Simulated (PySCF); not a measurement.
Spectrum to structure. Method used: TDDFT PBE0/def2-SVPD, vertical, gas phase, core orbitals frozen in the response (PySCF). Geometries: GFN2-xTB, one conformer each.

```tsv
state	ν̃ (cm⁻¹)	f	main configurations (H = HOMO, L = LUMO)
S1	44560	0.0011	H→L (98%)
S2	50600	0.351	H→L+1 (88%)
S3	52680	0.042	H→L+2 (85%), H→L+3 (9%)
S4	54960	0.0085	H→L+3 (79%), H→L+4 (11%), H→L+2 (8%)
S5	56200	0.038	H→L+4 (85%), H→L+3 (10%)
S6	59770	0.0074	H→L+6 (89%)
```

Orbital energies (eV): HOMO-3 -9.67, HOMO-2 -9.57, HOMO-1 -9.04, HOMO -6.76, LUMO -0.10, LUMO+1 0.15, LUMO+2 0.69.

Problem. Which structure fits? All have the formula C4H9FOSi.
A. `C[C@@H]1C[C@H](F)[SiH2]O1`
B. `C/C(=C/O[SiH3])CF`
C. `CO[C@@H]1[C@@H](F)[C@@H]1[SiH3]`

Solution. B. Its S1, at 5.52 eV, is the lowest among the candidates; the nearest of the others has S1 at 6.72 eV. S1 is HOMO→LUMO (98%). Löwdin shares by element: HOMO carbon 62% or more, oxygen 20% (atoms not listed hold the other 18%); LUMO silicon 40%, hydrogen 34% or more (atoms not listed hold the other 27%). At the same level the other candidates give, for their lowest levels:
- `CO[C@@H]1[C@@H](F)[C@@H]1[SiH3]`: 7.00 eV (f 0.017); 7.20 eV (f 0.014); 7.46 eV (f 0.026); 7.57 eV (f 0.011); 7.63 eV (f 0.006); T1 6.82 eV; HOMO -7.62, LUMO 0.53 eV
- `C[C@@H]1C[C@H](F)[SiH2]O1`: 6.72 eV (f 0.025); 6.80 eV (f 0.007); 7.39 eV (f 0.006); 7.50 eV (f 0.031); 7.89 eV (f 0.008); T1 6.23 eV; HOMO -8.05, LUMO 0.04 eV

The values belong to the conformer `[CH3:1]/[C:2](=[CH:3]/[O:4][SiH3:5])[CH2:6][F:7]`: C2–C3–O4–Si5 166°, C1–C2–C6–F7 53°.
Triplets come from the Tamm–Dancoff approximation.
